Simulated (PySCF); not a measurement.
H9Si4, SMILES [SiH3][Si]([SiH3])[SiH3], multiplicity 2.

Coordinates come from a r2SCAN-D4/def2-SVP optimisation. The isomer is the one that the SMILES or the coordinates give; other isomers of the formula were not compared.

Level of theory: PBE/def2-TZVP (PySCF).

The molecule is in vacuum.

Problem. Estimate the frontier levels, dipole moment and polarisability. (Estimate from the structure and the level; the computed values follow.)

Solution. 
- α spin, highest occupied and lowest empty level = -5.14 and -1.17 eV
- β spin, highest occupied and lowest empty level = -6.98 and -3.84 eV
- dipole moment = 0.02 D
- quadrupole, principal values (traceless, Buckingham form, about the centre of nuclear charge) = -0.16, -0.16, 0.31 D·Å
- mean static polarisability = 129.4 bohr³ (19.18 Å³)
- polarisability, principal values = 96.7, 145.8, 145.8 bohr³
- ⟨S²⟩ = 0.755 (pure state 0.75)
